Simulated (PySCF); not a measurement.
Ionisation energy of Co²⁺ by level of theory

Co²⁺ [Ar] 3d7 (4F) → Co³⁺ [Ar] 3d6 (5D), as a difference of total energies. Calculation: PySCF 2.14, in pcseg-2; the non-relativistic Hamiltonian (point nucleus). Correlated levels: valence: [Ar] frozen. The calculations carry no spin-orbit coupling.

```json
{"method": "UHF", "ionisation energy (eV)": "31.328"}
{"method": "r2SCAN", "ionisation energy (eV)": "33.964"}
{"method": "M06-L", "ionisation energy (eV)": "33.587"}
{"method": "MP2 (valence)", "ionisation energy (eV)": "33.017"}
{"method": "SCS-MP2 (valence)", "ionisation energy (eV)": "33.040"}
```

How much does correlation contribute at MP2 (valence)?

33.017 − (31.328) = 1.689 eV, measured against UHF.

These non-relativistic numbers lack the scalar-relativistic shift.

The reference lies between the lowest fine-structure levels, while these numbers refer to the centres of the terms.

Errors of the correlated levels include the incompleteness of this basis and the frozen core.

For comparison: 33.5 ± 0.06 eV (semi-empirical (NIST evaluation); NIST Atomic Spectra Database, ionization energies).
